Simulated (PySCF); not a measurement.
# Computed records: AlBClH2O, CH6AlO, CH5OSi

Calculation on a computer-drawn molecule: the log of a Hartree-Fock and frozen-core CCSD(T) single point meant for a local Hartree-Fock minimum, with one planted fault or none, to be diagnosed. Offsets are logged minus clean, where the clean run is the same molecule without the fault. The reference is restricted for singlets and unrestricted otherwise, and also for a bond in bohr or an excited solution. Adding or removing an electron swaps singlet and doublet. The excited solution moves the top pair (singlet) or top alpha electron (doublet) to the lowest empty orbital. Highest occupied and lowest empty are orbital energies over both spins, largest force is the largest gradient component, triples share is (T) over the correlation energy, the T1 limit is 0.02 restricted and 0.045 unrestricted, electrons count all cores, a negative frequency is imaginary (commonest isotopes), and the dipole is about the centre of nuclear charge. Program: PySCF 2.14.0.

Common to all runs: logged SCF converged yes; logged CC converged yes; logged SCF stable within its kind yes; possible faults no fault, one electron removed, one electron added, multiplicity raised by two, geometry at a saddle point, SCF held on an excited solution, minimal basis STO-3G, one bond length entered in bohr, all coordinates scaled.

(1) AlBClH2O

Logged structure:
```xyz
6
AlBClH2O
O     -0.0931     0.4253    -0.9748
B     -1.0284     0.8612    -0.1541
Al    -1.4398     2.9894    -0.3154
Cl    -1.9274    -0.0811     1.0024
H      0.1257    -0.5028    -0.9437
H     -1.7458     4.5071    -0.4164
```

| Quantity | Value |
| --- | --- |
| meant charge | 1 |
| meant multiplicity | 1 |
| meant basis | cc-pV(D+d)Z |
| logged electrons | 44 |
| logged basis functions | 30 |
| logged spin squared | 0 |
| logged highest occupied | -14.492 eV |
| logged lowest empty | -0.086425 eV |
| logged largest force | 0.044162 hartree/bohr |
| logged T1 diagnostic | 0.01881 |
| logged D1 diagnostic | 0.077119 |
| logged triples share | 0.038294 |
| logged dipole magnitude | 7.1329 debye |
| logged energy HF | -792.89281 hartree |
| logged energy CCSD(T) | -793.04454 hartree |
| planted fault | minimal basis STO-3G |
| HF energy offset from clean run | 5691 kcal/mol |
| CCSD(T) energy offset from clean run | 5905 kcal/mol |

Drawn bonds:
| atom | other atom | order |
| --- | --- | --- |
| 1 | 2 | 1 |
| 2 | 3 | 1 |
| 2 | 4 | 1 |
| 1 | 5 | 1 |
| 3 | 6 | 1 |

(2) CH6AlO

Logged structure:
```xyz
9
CH6AlO
O     -0.6639     0.6922     0.8890
C     -0.3618    -0.7108     1.0651
Al     1.6388    -1.1453     1.0977
H     -1.5976     0.8109     0.8864
H     -0.8507    -1.2787     0.2570
H     -0.8300    -1.0553     2.0015
H      2.3532    -0.7352    -0.3239
H      2.3839    -0.3909     2.3528
H      1.7092    -2.7835     1.3077
```

| Item | Value |
| --- | --- |
| meant charge | -1 |
| meant multiplicity | 1 |
| meant basis | aug-cc-pV(D+d)Z |
| logged electrons | 34 |
| logged basis functions | 132 |
| logged spin squared | 0 |
| logged highest occupied | -5.352 eV |
| logged lowest empty | 3.4077 eV |
| logged largest force | 2.048e-05 hartree/bohr |
| logged lowest frequency | 136.17 cm⁻¹ |
| logged T1 diagnostic | 0.012479 |
| logged D1 diagnostic | 0.030835 |
| logged triples share | 0.027692 |
| logged dipole magnitude | 6.0915 debye |
| logged energy HF | -358.14411 hartree |
| logged energy CCSD(T) | -358.65974 hartree |
| planted fault | no fault |
| HF energy offset from clean run | 0 kcal/mol |
| CCSD(T) energy offset from clean run | 0 kcal/mol |

Drawn bonds:
| atom | other atom | order |
| --- | --- | --- |
| 1 | 2 | 1 |
| 2 | 3 | 1 |
| 1 | 4 | 1 |
| 2 | 5 | 1 |
| 2 | 6 | 1 |
| 3 | 7 | 1 |
| 3 | 8 | 1 |
| 3 | 9 | 1 |

(3) CH5OSi

Logged structure:
```xyz
8
CH5OSi
O      1.7907     1.9153    -0.1811
C      0.4521     1.9063    -0.4218
Si    -0.6538     0.4408    -0.1427
H      2.0421     1.1725     0.3475
H      0.1480     2.7984    -0.9578
H     -0.6467    -0.5278    -1.2682
H     -2.0398     0.9184     0.0565
H     -0.1745    -0.2782     1.0657
```

| Quantity | Value |
| --- | --- |
| meant charge | 0 |
| meant multiplicity | 2 |
| meant basis | cc-pV(D+d)Z |
| logged electrons | 33 |
| logged basis functions | 76 |
| logged spin squared | 0.7615 |
| logged highest occupied | -8.8984 eV |
| logged lowest empty | 3.1029 eV |
| logged largest force | 2.485e-05 hartree/bohr |
| logged lowest frequency | 92.609 cm⁻¹ |
| logged T1 diagnostic | 0.016976 |
| logged D1 diagnostic | 0.082444 |
| logged triples share | 0.023801 |
| logged dipole magnitude | 0.89577 debye |
| logged energy HF | -404.52848 hartree |
| logged energy CCSD(T) | -404.99108 hartree |
| planted fault | no fault |
| HF energy offset from clean run | 0 kcal/mol |
| CCSD(T) energy offset from clean run | 0 kcal/mol |

Drawn bonds:
| atom | other atom | order |
| --- | --- | --- |
| 1 | 2 | 1 |
| 2 | 3 | 1 |
| 1 | 4 | 1 |
| 2 | 5 | 1 |
| 3 | 6 | 1 |
| 3 | 7 | 1 |
| 3 | 8 | 1 |
